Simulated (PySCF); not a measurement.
# `InChI=1S/C6H8O/c1-3-4-5-6(2)7/h3-5H,1H2,2H3/b5-4+`

Geometry:
| atom | x (Å) | y (Å) | z (Å) |
| --- | --- | --- | --- |
| C1 | -3.274 | -0.171 | -0.426 |
| C2 | -2.052 | -0.634 | -0.117 |
| C3 | -0.834 | 0.102 | -0.378 |
| C4 | 0.406 | -0.333 | -0.080 |
| C5 | 1.597 | 0.498 | -0.387 |
| C6 | 2.933 | -0.088 | -0.006 |
| O7 | 1.500 | 1.586 | -0.915 |
| H8 | -4.176 | -0.750 | -0.216 |
| H9 | -3.404 | 0.806 | -0.900 |
| H10 | -1.949 | -1.616 | 0.357 |
| H11 | -0.913 | 1.088 | -0.853 |
| H12 | 0.557 | -1.308 | 0.395 |
| H13 | 3.088 | -1.049 | -0.523 |
| H14 | 3.736 | 0.609 | -0.271 |
| H15 | 2.962 | -0.299 | 1.075 |

The calculation used TDDFT CAM-B3LYP/aug-cc-pVDZ excited states, vertical, gas phase (PySCF). Geometry: PBE0-D3(BJ)/def2-SVP.

Singlets 4 and 5 lie within 0.01 eV of each other, so their separate moments and overlaps can depend on how they mix.

**Question.** How strongly do the lowest singlets absorb one photon, and two photons of half the energy?

**Answer.** δ for parallel linear polarisation; σ at the peak of a Lorentzian of half width 0.1 eV, single beam; Ω is circular over linear.
| state | E (eV) | f | photon λ (nm) | δ (au) | σ (GM) | Ω | main |
| --- | --- | --- | --- | --- | --- | --- | --- |
| S1 | 3.75 | 0.000 | 662 | <0.1 | 0.00 | – | HOMO−1→LUMO 0.86 |
| S2 | 4.92 | 0.698 | 504 | 278 | 2.46 | 0.75 | HOMO→LUMO 0.97 |
| S3 | 6.26 | 0.001 | 396 | 104 | 1.50 | 1.50 | HOMO→LUMO+1 0.81 |
| S4 | 6.63 | 0.016 | 374 | 71.1 | 1.15 | 1.50 | HOMO→LUMO+2 0.49, HOMO→LUMO+3 0.38 |
| S5 | 6.63 | 0.020 | 374 | 130 | 2.09 | 0.35 | HOMO−1→LUMO+1 0.65, HOMO−1→LUMO+2 0.10 |
| S6 | 6.71 | 0.002 | 370 | 4 | 0.07 | 1.44 | HOMO−1→LUMO+4 0.24, HOMO−1→LUMO+12 0.20 |

Among these, the strongest one-photon state is S2, the strongest two-photon state S2, with a dipole change of 2.3 D (relaxed, norm of the difference vector).
